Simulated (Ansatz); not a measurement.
Born–Oppenheimer molecular dynamics of BCl2F (4 atoms, charge 0, multiplicity 1). It starts from a relaxed structure.

These are results of RHF/6-31G* (Ansatz), not measurements.

```json
{"ensemble": "NVT, Langevin thermostat", "time step": "1 fs", "steps asked": "150", "set temperature": "1000 K", "friction": "0.005 /fs", "seed": "864168"}
```

First frame:

```xyz
4
Properties=species:S:1:pos:R:3
B 0.030 0.000 0.017
Cl 0.004 0.000 1.763
Cl 1.529 0.000 -0.879
F -1.095 0.000 -0.632
```

Question: How far do the bonds stretch over the last three quarters of this one trajectory? (Pairs bonded in most of those frames.)

Answer: 
| bond | mean (Å) | spread (Å) | shortest | longest |
| --- | --- | --- | --- | --- |
| B1–Cl2 | 1.754 | 0.045 | 1.68 | 1.84 |
| B1–Cl3 | 1.763 | 0.041 | 1.68 | 1.86 |
| B1–F4 | 1.318 | 0.067 | 1.21 | 1.42 |

Mean temperature of the second half: 781 K. The mean temperature of the second half is 22 % below the set value. A run of 0.15 ps of so small a system gives no equilibrium averages.

Time of the run: 82 s on 1 thread of Intel(R) Xeon(R) 6975P-C (Granite Rapids) (shared host), peak memory 0.13 GiB.
